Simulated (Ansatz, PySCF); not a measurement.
C4H7FSi. Atoms are numbered in the order given.

```xyz
13

C      2.1509     1.5049    -1.1808
C      1.3045     0.5078    -1.1532
C      0.4305    -0.4666    -1.0880
Si    -0.9087    -0.4672     0.2068
C     -0.9027     1.1073     1.1924
F     -0.6430    -1.7254     1.2146
H      1.9531     2.3971    -1.7832
H      3.0853     1.4666    -0.6122
H      0.5044    -1.2913    -1.8105
H     -2.2291    -0.7357    -0.4319
H     -1.1713     1.9635     0.5545
H      0.0950     1.2988     1.6159
H     -1.6278     1.0511     2.0182
```

The structure is a stationary point at PBE0-D3(BJ)/def2-SVP. The structure was generated by enumeration; whether it is a known compound was not checked. Other conformers were not sampled.

Vertical ionisation energy (IE) and electron affinity (EA) in eV. Rows of orbital energies are one-electron estimates. Where ΔSCF, EOM or ADC give a negative EA the extra electron is unbound and the value depends on the basis.

```tsv
level	IE	EA
−ε(HOMO), −ε(LUMO), PBE0/def2-TZVP (PySCF)	7.63	0.57
−ε(HOMO), −ε(LUMO), PBE/def2-TZVP (PySCF)	6.46	1.53
ΔSCF, PBE0/def2-SVPD (Ansatz), final states of multiplicity 2 and 2	9.70	-1.08
ΔSCF, PBE/def2-SVPD (Ansatz), final states of multiplicity 2 and 2	9.50	-0.95
```

**Question.** What vertical singlet–triplet gap does ΔSCF give with PBE0/def2-SVPD (Ansatz, a quantum-chemistry and plane-wave program) and with PBE/def2-SVPD (Ansatz)? (Estimate from the structure and the level; the computed values follow.)

**Answer.** 4.46 and 4.55 eV (triplet above singlet where positive).
